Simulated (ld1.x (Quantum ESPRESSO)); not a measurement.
# Which change was made? (Ge, TM)

ld1.x (Quantum ESPRESSO) 7.5 input, shortened:

```
&input
   title='Ge', zed=32., rel=1, dft='PBE', iswitch=3,
   config='[Ar] 3d10 4s2 4p2 4d-2'
 /
 &inputp
   pseudotype=2, tm=.true., lloc=1,
   nlcc=.false.
 /
3
4S  1  0   2.00   0.00  1.45  1.45  0.0
4D  3  2  -2.00  -0.20  1.65  1.65  0.0
4P  2  1   2.00   0.00  2.05  2.05  0.0
 &test
   configts(1)='4s2 4p2'
 /
```

Cutoffs, loose and tight: the cutoffs (Ry, on a coarse ladder) from which the occupation-weighted sum of valence levels, in a spherical-Bessel basis at the reference potential, stays within 10 and 1 mRy of its value at 400 Ry. They do not see the model core or the augmentation charge, which bear on the density cutoff. Test errors are all-electron minus pseudo excitation energies from the reference, over the configurations 4s2 4p1; 4s2 4p0; 4s1 4p0; 4s1 4p2; 4s1 4p3; 4s2 4p1.5; 4s2 4p2.3; variants that change the core or the reference have their own tests.

The base gives: outcome: generated; cutoff, loose: 35 Ry; cutoff, tight: 70 Ry; bound ghosts: d; largest test error (meV): +54.

After one change the result is: outcome: generated; cutoff, loose: 35 Ry; cutoff, tight: 70 Ry; bound ghosts: d; largest test error (meV): +35. Which change was it?
A. wave 4p (bound): rc 2.05 bohr becomes 4p (bound): rc 3.08 bohr
B. wave 4p (bound): rc 2.05 bohr becomes 4p (bound): rc 2.68 bohr
C. wave 4p (bound): rc 2.05 bohr becomes 4p (bound): rc 1.46 bohr

B. The others give: wave 4p (bound): rc 2.05 bohr becomes 4p (bound): rc 1.46 bohr → outcome: generated; cutoff, loose: 45 Ry; cutoff, tight: 80 Ry; bound ghosts: s, d; largest test error (meV): +66 | wave 4p (bound): rc 2.05 bohr becomes 4p (bound): rc 3.08 bohr → outcome: generated; cutoff, loose: 35 Ry; cutoff, tight: 70 Ry; bound ghosts: d; largest test error (meV): -33.
